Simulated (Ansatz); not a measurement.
C$_{2}$H$_{5}$NO$_{2}$Si (`O=CN1CO[SiH2]1`), relaxed with RKS PBE0-D4/def2-TZVP in the Gaussian-basis code of Ansatz from a PBE-D4/def2-SVP geometry. The force threshold is 0.005 eV/Å; the program also tests the step.

The species carries charge 0 and has multiplicity 1.

Start:

```xyz
11

O     2.544    0.197    0.503
C     1.594    0.705   -0.073
N     0.322    0.200   -0.048
C    -0.080   -1.026    0.671
O    -1.481   -1.040    0.324
Si   -1.357    0.388   -0.602
H     1.669    1.648   -0.688
H     0.070   -0.944    1.771
H     0.445   -1.933    0.295
H    -1.608    0.233   -2.074
H    -2.116    1.572   -0.078
```

(1) By how much does the energy fall, and how many steps does the optimiser take? (Estimate.)

(2) Which bonds change most? (Best estimate.)

(3) Give the relaxed structure. (An estimate is asked.)

Answers

(1) Computed: 8.96 kJ/mol, in 8 steps, 1 of them rejected.

(2) Ansatz gave: O5–Si6 from 1.706 to 1.662 Å; N3–Si6 from 1.778 to 1.743 Å; C2–H7 from 1.129 to 1.106 Å.

(3) Computed: 
```xyz
11

O     2.512    0.203    0.494
C     1.571    0.702   -0.076
N     0.316    0.201   -0.054
C    -0.076   -1.016    0.664
O    -1.468   -1.019    0.314
Si   -1.335    0.372   -0.586
H     1.657    1.627   -0.677
H     0.060   -0.930    1.745
H     0.429   -1.908    0.287
H    -1.583    0.223   -2.040
H    -2.082    1.544   -0.071
```
